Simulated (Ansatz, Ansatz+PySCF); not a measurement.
```tsv
atom	x (Å)	y (Å)	z (Å)
N	0.0495	0.0116	-0.0131
C	1.1114	-0.0488	0.2617
S	2.7457	-0.1661	0.6017
```

Basis set: def2-SVP (spherical functions). Frozen core: 7 orbitals. Charge 0, multiplicity 2.

Computed with Ansatz (development build ahead of 0.2.0); each method stands on the lowest determinant of its kind that the runs found.

Question: Give the atomization energy at this shape (free ground-state atoms in the same class of orbitals less the molecule, no zero-point energy) of doublet CNS by UHF-MP2, UHF.

Answer:

```csv
method,atomization energy
UHF-MP2,11.29 eV
UHF,6.89 eV
```

Caution: the shape is not the minimum.
